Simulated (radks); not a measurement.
The oxygen anion O2-, [Ne], held by a Watson sphere: a shell of charge +2 at radius R that stands for the Madelung well of a crystal (potential energy -2/R inside, -2/r outside, in hartree with lengths in bohr). All-electron calculation, non-relativistic Kohn-Sham, LDA (Slater exchange, Perdew-Wang correlation), spin-polarised, spherical densities, point nucleus. Program: a radial shooting solver on a logarithmic mesh with Libxc functionals. Response by self-consistent Sternheimer equations with the Hartree and adiabatic LDA kernel. The sphere does not respond.

R (bohr) = 1.79: e(1s) (eV) -504.18; e(2s) (eV) -22.872; e(2p) (eV) -8.670; <r> 2p (bohr) 1.439; sum of <r^2> (bohr^2) 20.26; X-ray form factor at sin(theta)/lambda = 0.3 1/angstrom 4.221; alpha (bohr^3) 11.86
R (bohr) = 1.94: e(1s) (eV) -504.21; e(2s) (eV) -22.144; e(2p) (eV) -8.101; <r> 2p (bohr) 1.476; sum of <r^2> (bohr^2) 21.32; X-ray form factor at sin(theta)/lambda = 0.3 1/angstrom 4.166; alpha (bohr^3) 13.78
R (bohr) = 2.5: e(1s) (eV) -503.90; e(2s) (eV) -19.968; e(2p) (eV) -6.275; <r> 2p (bohr) 1.602; sum of <r^2> (bohr^2) 25.23; X-ray form factor at sin(theta)/lambda = 0.3 1/angstrom 4.064; alpha (bohr^3) 23.79
R (bohr) = 2.59: e(1s) (eV) -503.81; e(2s) (eV) -19.688; e(2p) (eV) -6.024; <r> 2p (bohr) 1.621; sum of <r^2> (bohr^2) 25.86; X-ray form factor at sin(theta)/lambda = 0.3 1/angstrom 4.057; alpha (bohr^3) 25.91
R (bohr) = 2.66: e(1s) (eV) -503.74; e(2s) (eV) -19.482; e(2p) (eV) -5.838; <r> 2p (bohr) 1.635; sum of <r^2> (bohr^2) 26.36; X-ray form factor at sin(theta)/lambda = 0.3 1/angstrom 4.052; alpha (bohr^3) 27.68
R (bohr) = 2.75: e(1s) (eV) -503.65; e(2s) (eV) -19.232; e(2p) (eV) -5.608; <r> 2p (bohr) 1.653; sum of <r^2> (bohr^2) 27.00; X-ray form factor at sin(theta)/lambda = 0.3 1/angstrom 4.048; alpha (bohr^3) 30.11
R (bohr) = 3.08: e(1s) (eV) -503.31; e(2s) (eV) -18.434; e(2p) (eV) -4.852; <r> 2p (bohr) 1.717; sum of <r^2> (bohr^2) 29.37; X-ray form factor at sin(theta)/lambda = 0.3 1/angstrom 4.040; alpha (bohr^3) 40.77
R (bohr) = 3.47: e(1s) (eV) -502.92; e(2s) (eV) -17.691; e(2p) (eV) -4.115; <r> 2p (bohr) 1.788; sum of <r^2> (bohr^2) 32.30; X-ray form factor at sin(theta)/lambda = 0.3 1/angstrom 4.039; alpha (bohr^3) 57.73
R (bohr) = 3.72: e(1s) (eV) -502.69; e(2s) (eV) -17.305; e(2p) (eV) -3.718; <r> 2p (bohr) 1.832; sum of <r^2> (bohr^2) 34.26; X-ray form factor at sin(theta)/lambda = 0.3 1/angstrom 4.039; alpha (bohr^3) 71.79
